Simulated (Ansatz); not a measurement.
Coupled-cluster run, C2H4B2 (`BC1=CB1`).

```yaml
crystal:
  periodic: [false, false, false]
  atoms:
    - {symbol: B, position_ang: [-0.474757, 1.182965, -0.207844]}
    - {symbol: C, position_ang: [0.378019, 0.277180, 0.549828]}
    - {symbol: C, position_ang: [0.880681, -0.941767, 0.761406]}
    - {symbol: B, position_ang: [-0.024042, -0.917648, -0.364129]}
    - {symbol: H, position_ang: [-0.011328, 1.781327, -1.132634]}
    - {symbol: H, position_ang: [-1.606541, 1.343876, 0.140338]}
    - {symbol: H, position_ang: [1.563964, -1.390780, 1.463489]}
    - {symbol: H, position_ang: [-0.613796, -1.392253, -1.266254]}
basis:
  gaussian: {orbitals: def2-SVP}
correlation: {method: ccsd_t}
```

```sh
$ ansatz run in.yaml --threads 2 --pin off --events-out ev --progress --plain --max-ram 4352MiB
```

Output of Ansatz, abridged:

```
Functional definition: HF
  name "HF"
  cite "Fock, Z. Phys. 61, 126 (1930) doi:10.1007/BF01340294"
  parent pbe
  exchange = exact_x
  correlation = 0
782 factors; integrals over basis functions are off by at most 1.3e-3 eV
mean field evaluation 1: about -3460.9080 eV, gradient 2.3e1 eV
mean field evaluation 2: about -3460.9128 eV, gradient 2.3e1 eV
mean field evaluation 4: about -3462.9446 eV, gradient 3.4e0 eV
mean field evaluation 8: about -3462.9840 eV, gradient 4.4e-4 eV
mean field -3462.98395379 eV, -127.2623130071 hartree, gradient 2.7e-6 eV, S^2 0.000000; 0 other end points of the search recorded, 0 dependent functions left out
4 core orbitals not correlated: weight in the atoms' cores, before any rotation towards them, 1.000 or more for the frozen orbitals, at most 0.000 for the correlated occupied ones
reference -3462.98395379 eV, -127.2623130071 hartree; 9, 9 occupied and 63, 63 virtual orbitals, 782 factors
second order -11.46015396 eV of doubles, -0.00000000 eV of singles
cycle   1  -11.98890199 eV  change   -5.3e-1 eV  update   8.3e-2
cycle   2  -12.35922548 eV  change   -3.7e-1 eV  update   2.4e-2
cycle   3  -12.41898073 eV  change   -6.0e-2 eV  update   1.1e-2
cycle   4  -12.41607508 eV  change    2.9e-3 eV  update   3.4e-3
cycle   5  -12.41621134 eV  change   -1.4e-4 eV  update   1.6e-3
cycle   6  -12.41609882 eV  change    1.1e-4 eV  update   4.7e-4
cycle   7  -12.41599012 eV  change    1.1e-4 eV  update   1.4e-4
cycle   8  -12.41599787 eV  change   -7.7e-6 eV  update   4.2e-5
cycle   9  -12.41598824 eV  change    9.6e-6 eV  update   1.2e-5
perturbative correction -0.52513728 eV, -0.0192984390 hartree
Total energy: -3475.92507931 eV, -127.7378905980 hartree
```

Run time 1.5 s (2 threads of an AMD EPYC 7B13 on a shared host); peak host memory 0.23 GiB.

Correlation energy per correlated electron: -0.719 eV. T1 diagnostic: 0.0127.
